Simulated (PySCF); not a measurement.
C7H14OSi.
Geometry (GFN2-xTB, Å), atoms numbered from 1 in this order:
```xyz
23
C7H14OSi angstrom
C     -1.6484    0.2975    1.3370
C     -1.5631    0.0298    0.0430
C     -2.6657    0.3709   -0.9157
C     -0.3647   -0.6174   -0.5924
C      0.4014   -1.5674    0.3403
O      1.1239   -0.9621    1.3859
C      2.2642   -0.2421    0.9868
C      1.9348    1.0735    0.2796
Si     0.8545    0.7119   -1.2379
H     -0.8612    0.0446    2.0240
H     -2.5234    0.7650    1.7579
H     -3.1292   -0.5403   -1.2956
H     -3.4324    0.9717   -0.4331
H     -2.2705    0.9209   -1.7691
H     -0.7176   -1.2267   -1.4304
H      1.0891   -2.1779   -0.2681
H     -0.3020   -2.2377    0.8449
H      2.8928   -0.8702    0.3347
H      2.8134   -0.0524    1.9146
H      2.8648    1.5775    0.0204
H      1.3984    1.7154    0.9791
H      0.1660    1.9152   -1.7086
H      1.6704    0.1274   -2.3142
```

NICS = −σ at a ghost point: NICS(0) at the centroid of the ring atoms, NICS(1) 1 Å to either side along the normal of their mean plane, zz for the tensor component along that normal. Level: GIAO PBE0/pcSseg-1 (PySCF, non-relativistic, gas phase) on the GFN2-xTB geometry, one conformer.

Ring bond lengths (Å), with Mayer bond orders in brackets: C4–C5 1.536 (1.03), C5–O6 1.408 (0.93), O6–C7 1.406 (0.93), C7–C8 1.530 (1.03), C8–Si9 1.898 (0.91), Si9–C4 1.916 (0.84).

Q: What do the NICS probes read (ppm)?

A: 
```csv
ring,type,NICS(0),"NICS(1), two faces","NICS(1)zz, two faces",rms pucker (Å),"centre to ring atoms, mean (Å)"
C4–C5–O6–C7–C8–Si9,6-membered ring with O and Si; formal bonds all single,-1.7,-1.4 / -1.2,2.1 / 2.9,0.23,1.55
```

Q: What do they say, and how far can they be read as aromaticity?

A: 
- C4–C5–O6–C7–C8–Si9: mean NICS(1)zz 2.5 ppm, near zero. C4, C5, C7, C8, Si9 have four or more neighbours, and the NICS criterion for π rings isn't applied.

Q: What is the mean of the two in-plane components of NICS at the second NICS(1) probe listed for ring C4–C5–O6–C7–C8–Si9, 1 Å off the ring?

A: The isotropic value is a third of the trace: (3 × -1.2 − (2.9))/2 = -3.2 ppm.

Q: Give the inner angles of the rings and the Hirshfeld charges of the ring atoms.

A: 
- C4–C5–O6–C7–C8–Si9: C4 108.4° (-0.116 e), C5 116.2° (+0.004 e), O6 115.2° (-0.129 e), C7 113.4° (+0.004 e), C8 109.2° (-0.169 e), Si9 103.0° (+0.334 e); sum 665.4° against 720° for a flat convex ring.

Q: How shielded are the nuclei of the rings and their hydrogens (means over atoms taken as equivalent)?

A: 
```json
{"atoms": "C4", "environment": "sp3 carbon bound to silicon", "σ isotropic (ppm)": "154.8"}
{"atoms": "C5", "environment": "sp3 carbon bound to oxygen", "σ isotropic (ppm)": "110.9"}
{"atoms": "O6", "environment": "cyclic ether oxygen", "σ isotropic (ppm)": "288.3"}
{"atoms": "C7", "environment": "sp3 carbon bound to oxygen", "σ isotropic (ppm)": "116.0"}
{"atoms": "C8", "environment": "sp3 carbon bound to silicon", "σ isotropic (ppm)": "178.9"}
{"atoms": "Si9", "environment": "SiH2 silicon", "σ isotropic (ppm)": "400.6"}
{"atoms": "H15", "environment": "methine hydrogen", "σ isotropic (ppm)": "30.53"}
{"atoms": "H16", "environment": "methylene hydrogen", "σ isotropic (ppm)": "27.92"}
{"atoms": "H17", "environment": "methylene hydrogen", "σ isotropic (ppm)": "27.15"}
{"atoms": "H18", "environment": "methylene hydrogen", "σ isotropic (ppm)": "28.23"}
{"atoms": "H19", "environment": "methylene hydrogen", "σ isotropic (ppm)": "27.16"}
{"atoms": "H20", "environment": "methylene hydrogen", "σ isotropic (ppm)": "31.25"}
{"atoms": "H21", "environment": "methylene hydrogen", "σ isotropic (ppm)": "30.32"}
{"atoms": "H22", "environment": "Si–H hydrogen", "σ isotropic (ppm)": "27.69"}
```

The list is cut; further classes of hydrogen are left out.

Time: 40 s wall; peak memory 1.1 GiB. Hardware: one thread, Arm Neoverse V2 (aarch64), no GPU, on a shared host. This is the whole shielding run at PBE0/pcSseg-1, SCF included.
